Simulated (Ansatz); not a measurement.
C4H4, SMILES `C=C1C=C1` (charge 0, multiplicity 1).

Level of theory: r2SCAN/cc-pVTZ // B3LYP-D3(BJ)/def2-TZVP run with Ansatz (an electronic-structure program).

Ansatz 0.2 input:
```yaml
crystal:
  periodic: [false, false, false]
  atoms:
    - { symbol: C, position_ang: [1.46961, 0.050203, 0.05372] }
    - { symbol: C, position_ang: [0.145729, 0.005042, 0.005128] }
    - { symbol: C, position_ang: [-1.158303, 0.585843, 0.160204] }
    - { symbol: C, position_ang: [-1.10089, -0.662781, -0.243527] }
    - { symbol: H, position_ang: [1.983793, 0.950013, 0.360929] }
    - { symbol: H, position_ang: [2.064907, -0.812292, -0.211104] }
    - { symbol: H, position_ang: [-1.770949, 1.432366, 0.419183] }
    - { symbol: H, position_ang: [-1.633896, -1.548393, -0.544534] }
basis:
  gaussian: { orbitals: cc-pVTZ }
hamiltonian:
  xc: r2scan
```

Output:

```
Functional definition: r2SCAN
896 factors; their error is unknown
mean field evaluation 1: about -4200.0287 eV, gradient 5.9e1 eV
mean field evaluation 2: about -4196.3493 eV, gradient 6.9e1 eV
mean field evaluation 4: about -4208.4879 eV, gradient 4.5e0 eV
mean field evaluation 8: about -4208.5234 eV, gradient 3.0e-1 eV
mean field evaluation 16: about -4208.5235 eV, gradient 6.9e-5 eV
mean field -4208.52346896 eV, -154.6603848446 hartree, gradient 6.9e-5 eV, S^2 0.000000; 0 other end points of the search recorded, 0 dependent functions left out
reference -4208.52347881 eV, -154.6603852068 hartree; 14, 14 occupied and 162, 162 virtual orbitals, 896 factors
Total energy: -4208.52347881 eV, -154.6603852068 hartree
```
